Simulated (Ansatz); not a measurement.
`C[CH](C)[Mg][F]` + `[Cl][AlH][Cl]` → `[CH3][Al]([Cl])[Cl]` + `C[CH2][Mg][F]`  (formal exchange of groups at a C–C bond)

Gas-phase electronic energies from Ansatz, PBE0-D4/def2-TZVP geometries. CBS: MP2 limit from def2 TZ/QZ plus the TZ coupled-cluster correction, frozen cores. This one scheme is used for every species. DFT in def2-TZVPP. For Mg outer-core shells are correlated without core-valence functions, which leaves a few kJ/mol of doubt a bond. Each species was taken in one conformer, which may not be the lowest.

| level | ΔE (kJ/mol) | difference from CCSD(T)/CBS |
| --- | --- | --- |
| PBE-D4 | -63.9 | -1.3 |
| ωB97X-V | -61.8 | 0.8 |
| ωB97M-V | -65.2 | -2.6 |
| B2PLYP | -64.6 | -2.0 |
| revPBE | -66.9 | -4.3 |
| BLYP | -66.5 | -3.9 |
| LC-ωPBE | -66.3 | -3.7 |
| CCSD(T)/def2-SVP | -46.1 | 16.5 |
| CCSD/def2-TZVPP | -60.9 | 1.7 |
| CCSD/CBS(def2) | -62.9 | -0.3 |
| CCSD(T)/CBS | -62.6 | 0 |

Largest T1 diagnostic among the species: 0.010.

At CCSD(T), def2-SVP lies +16.5 kJ/mol from the extrapolated value and def2-TZVPP +2.0 kJ/mol. Leaving LDA and LC-ωPBE aside and taking each functional with its dispersion term where it has one, the values, not all of them listed here, spread over 8.9 kJ/mol, from r2SCAN-D4 to B97M-V. LDA lies +5.5 kJ/mol from PBE without D4.
